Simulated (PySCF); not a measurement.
CHF₂ (SMILES F[CH]F), doublet, geometry from GFN2-xTB; HF/3-21G (PySCF).

Here is a job for PySCF.
```python
from pyscf import gto, scf

mol = gto.Mole()
mol.atom = '''
    C     0.064014   -0.000538    0.500388
    F    -0.080716    1.095665   -0.231130
    F    -0.060291   -1.095920   -0.236100
    H     0.884973    0.005520    1.202744
'''
mol.basis = '3-21g'
mol.charge = 0
mol.spin = 1
mol.verbose = 4
mol.build()

mf = scf.UHF(mol)
mf.diis_space = 2
mf.kernel()
```

Q: Write the output that PySCF gives for this input, abridged.

A: 
```
PySCF version 2.14.0

[INPUT] verbose = 4
[INPUT] num. atoms = 4
[INPUT] num. electrons = 25
[INPUT] charge = 0
[INPUT] spin (= nelec alpha-beta = 2S) = 1
[INPUT] symmetry False subgroup None
[INPUT] Mole.unit = angstrom
[INPUT] Symbol           X                Y                Z      unit          X                Y                Z       unit  Magmom
[INPUT]  1 C      0.064014000000  -0.000538000000   0.500388000000 AA    0.120968928138  -0.001016672655   0.945596276019 Bohr   0.0
[INPUT]  2 F     -0.080716000000   1.095665000000  -0.231130000000 AA   -0.152531133870   2.070506774272  -0.436772399171 Bohr   0.0
[INPUT]  3 F     -0.060291000000  -1.095920000000  -0.236100000000 AA   -0.113933477776  -2.070988654433  -0.446164338010 Bohr   0.0
[INPUT]  4 H      0.884973000000   0.005520000000   1.202744000000 AA    1.672356597635   0.010431288208   2.272856757964 Bohr   0.0

nuclear repulsion = 70.2637233690004
number of shells = 17
number of NR pGTOs = 48
number of NR cGTOs = 29
basis = 3-21g
ecp = {}

******** <class 'pyscf.scf.uhf.UHF'> ********
method = UHF
initial guess = minao
damping factor = 0
level_shift factor = 0
DIIS = <class 'pyscf.scf.diis.CDIIS'>
diis_start_cycle = 1
diis_space = 2
diis_damp = 0
SCF conv_tol = 1e-09
SCF conv_tol_grad = None
SCF max_cycles = 50
direct_scf = True
direct_scf_tol = 1e-13
number electrons alpha = 13  beta = 12
Set gradient conv threshold to 3.16228e-05
init E= -236.11074900455

cycle= 1 E= -235.883616812812  delta_E= 0.227  |g|= 0.432  |ddm|= 1.41
cycle= 2 E= -235.957921844473  delta_E= -0.0743  |g|= 0.235  |ddm|= 0.451
cycle= 3 E= -235.976069938481  delta_E= -0.0181  |g|= 0.0405  |ddm|= 0.137
cycle= 4 E= -235.977627550146  delta_E= -0.00156  |g|= 0.0175  |ddm|= 0.0563
cycle= 5 E= -235.978108730276  delta_E= -0.000481  |g|= 0.0087  |ddm|= 0.0401
cycle= 6 E= -235.978221011638  delta_E= -0.000112  |g|= 0.0046  |ddm|= 0.0198
cycle= 7 E= -235.978238407638  delta_E= -1.74e-05  |g|= 0.00291  |ddm|= 0.00512
cycle= 8 E= -235.978246496664  delta_E= -8.09e-06  |g|= 0.00186  |ddm|= 0.00344
cycle= 9 E= -235.978251098539  delta_E= -4.6e-06  |g|= 0.00118  |ddm|= 0.00309
cycle= 10 E= -235.978253033848  delta_E= -1.94e-06  |g|= 0.000698  |ddm|= 0.00226
cycle= 11 E= -235.978253450356  delta_E= -4.17e-07  |g|= 0.000447  |ddm|= 0.000835
cycle= 12 E= -235.978253629653  delta_E= -1.79e-07  |g|= 0.000287  |ddm|= 0.000504
cycle= 13 E= -235.978253733761  delta_E= -1.04e-07  |g|= 0.000185  |ddm|= 0.000454
cycle= 14 E= -235.978253782405  delta_E= -4.86e-08  |g|= 0.000109  |ddm|= 0.000361
cycle= 15 E= -235.978253793138  delta_E= -1.07e-08  |g|= 6.98e-05  |ddm|= 0.000139
cycle= 16 E= -235.978253797267  delta_E= -4.13e-09  |g|= 4.47e-05  |ddm|= 7.49e-05
cycle= 17 E= -235.978253799675  delta_E= -2.41e-09  |g|= 2.92e-05  |ddm|= 6.67e-05
cycle= 18 E= -235.978253800895  delta_E= -1.22e-09  |g|= 1.72e-05  |ddm|= 5.66e-05
cycle= 19 E= -235.978253801181  delta_E= -2.86e-10  |g|= 1.09e-05  |ddm|= 2.34e-05
Extra cycle  E= -235.97825380129  delta_E= -1.09e-10  |g|= 6.97e-06  |ddm|= 1.35e-05
converged SCF energy = -235.97825380129  <S^2> = 0.75520538  2S+1 = 2.0051986
```
